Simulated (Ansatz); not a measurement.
Geometry optimisation, Ansatz 0.2.0, RKS PBE/def2-SVP.

Input:

```yaml
crystal:
  periodic: [false, false, false]
  atoms:
    - { symbol: C, position_ang: [-0.2065, 1.3644, -0.5903] }
    - { symbol: Al, position_ang: [-0.2672, -0.539, -0.1817] }
    - { symbol: "N", position_ang: [-1.9346, -1.42034, -0.12167] }
    - { symbol: Cl, position_ang: [1.54943, -1.63097, 0.30693] }
    - { symbol: H, position_ang: [0.3418, 1.5777, -1.5395] }
    - { symbol: H, position_ang: [0.1961, 1.9839, 0.242] }
    - { symbol: H, position_ang: [-1.2694, 1.7589, -0.7585] }
    - { symbol: H, position_ang: [-1.79348, -2.37238, 0.23769] }
    - { symbol: H, position_ang: [-2.54781, -0.95137, 0.64133] }
basis:
  gaussian: { orbitals: def2-SVP }
hamiltonian:
  xc: pbe
relax:
  f_tol: 0.015
  max_steps: 40
output:
  orbitals: {}
```

Run as:

```bash
$ ansatz run input.yaml --threads 1 --pin off --max-ram 2048MiB --backend cpu --events-out ev --progress --plain --runs-dir out
```

Question: Where does it end, and by what steps?

Answer: It converged. The force dipped under the threshold on the way, but the program's further checks kept it going. After 11 steps the energy has fallen by 0.404 eV; H9 moved furthest, 0.56 Å.

| step | energy less start (eV) | largest force component (eV/Å) | accepted |
| --- | --- | --- | --- |
| 0 | 0.0000 | 1.564 | yes |
| 1 | -0.1697 | 1.431 | yes |
| 2 | -0.3301 | 0.831 | yes |
| 3 | -0.3864 | 0.252 | yes |
| 4 | -0.3970 | 0.189 | yes |
| 5 | -0.3985 | 0.144 | yes |
| 6 | -0.4013 | 0.136 | yes |
| 7 | -0.4032 | 0.053 | yes |
| 8 | -0.4035 | 0.017 | yes |
| 9 | -0.4035 | 0.004 | yes |
| 10 | -0.4036 | 0.022 | yes |
| 11 | -0.4036 | 0.011 | yes |

```xyz
9
Properties=species:S:1:pos:R:3
C -0.234 1.391 -0.565
Al -0.275 -0.502 -0.089
N -1.776 -1.417 0.186
Cl 1.530 -1.611 0.140
H 0.299 1.544 -1.527
H 0.314 1.978 0.201
H -1.250 1.825 -0.665
H -1.820 -2.407 0.437
H -2.720 -1.030 0.116
```

Run time: 37 s on 1 thread of Arm Neoverse V1, with other jobs on the host, peak memory 0.14 GiB.
